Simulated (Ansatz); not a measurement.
Consider the substitution at a C–Br bond: `C/N=C\Br` + `[AlH2][SeH]` → `C/N=C\[Se][AlH2]` + HBr.

Calculated with Ansatz (gas phase, PBE0-D4/def2-TZVP geometries, no zero-point term in ΔE). CBS: MP2 limit from def2 TZ/QZ plus the TZ coupled-cluster correction, frozen cores. Double bonds are as drawn, so ΔE can hold a change between cis and trans. DFT in def2-TZVPP. B3LYP here is the variant with VWN-RPA as its local correlation; programs differ in this. For Br, Se outer-core shells are correlated without core-valence functions, which leaves a few kJ/mol of doubt a bond. Scalar relativity is left out up to krypton. One conformer a species, not always the lowest.

`C/N=C\Br`:

Cartesian coordinates in Å:
```
C -1.038 0.152 0.254
N -0.085 -0.653 -0.452
C 1.133 -0.448 -0.478
Br 2.093 0.992 0.408
H -1.775 0.525 -0.461
H -0.586 0.993 0.788
H -1.573 -0.485 0.962
H 1.830 -1.076 -1.022
```

`[AlH2][SeH]`:

Cartesian coordinates in Å:
```
Al -0.591 -0.179 -0.338
Se 1.633 -0.365 0.276
H -1.129 -1.261 -1.355
H -1.462 0.992 0.267
H 1.548 0.812 1.151
```

`C/N=C\[Se][AlH2]`:

Cartesian coordinates in Å:
```
C 1.002 -0.702 1.128
N -0.250 -0.150 1.556
C -1.261 -0.080 0.830
Se -1.501 -0.702 -1.025
Al -0.219 0.924 -2.049
H 1.718 0.115 0.998
H 0.933 -1.272 0.195
H 1.391 -1.344 1.921
H -2.182 0.343 1.227
H -0.174 0.886 -3.628
H 0.544 1.981 -1.154
```

HBr:

Cartesian coordinates in Å:
```
Br 0.473 -0.320 -0.422
H -0.473 0.320 0.422
```

```
             level  ΔE (kJ/mol)  difference from CCSD(T)/CBS
           PBE0-D4          9.4                          2.9
          B3LYP-D4          9.7                          3.2
            B2PLYP         13.7                          7.2
               PBE         16.1                          9.6
            r2SCAN         14.6                          8.1
              PBE0         14.3                          7.8
             B3LYP         18.2                         11.7
   CCSD/def2-TZVPP          8.3                          1.8
CCSD(T)/def2-TZVPP          6.8                          0.3
    CCSD/CBS(def2)          8.0                          1.5
       CCSD(T)/CBS          6.5                            0
```

Largest T1 diagnostic among the species: 0.013.

The D4 term adds −8.5 kJ/mol with B3LYP and −4.9 kJ/mol with PBE0; it sums over pairs of atoms, weighted by their polarisabilities, and B3LYP, whose exchange is more repulsive, gets the larger term. In def2-TZVPP, CCSD(T) changes the Hartree–Fock value by −10.5 kJ/mol (the triples alone add −1.5 kJ/mol) and MP2 by −11.3 kJ/mol.
